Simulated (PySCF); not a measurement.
Zn(Br)(SiH3) (BrH₃SiZn), SMILES [Zn]([SiH3])[Br].

Coordinates come from a PBE-D3(BJ)/def2-SVP optimisation. The structure was generated by enumeration; whether it is a known compound was not checked.

Calculation: C-PCM-ωB97X/def2-SVP in PySCF 2.14.0.

The values are the electrostatic part of the solvation free energy, E(continuum) − E(gas) at the gas-phase geometry, in a cavity of scaled van der Waals radii (PySCF's table); cavitation and dispersion terms are not included. A continuum can't describe solvent molecules that bind to the metal. In vacuum the orbital gap is 11.51 eV. The dipole moment in vacuum is 1.95 D.

Problem. Estimate the values in water (ε = 78.36), tetrahydrofuran (ε = 7.43), 2-propanol (ε = 19.26). (The exact figures need the calculation; the answer reports its results.)

Solution. 
| solvent | ε | ΔG(elec) (kcal/mol) | dipole (D) | gap (eV) |
|---|---|---|---|---|
| water | 78.36 | -14.0 | 2.27 | 11.65 |
| tetrahydrofuran | 7.43 | -11.9 | 2.24 | 11.63 |
| 2-propanol | 19.26 | -13.3 | 2.26 | 11.65 |
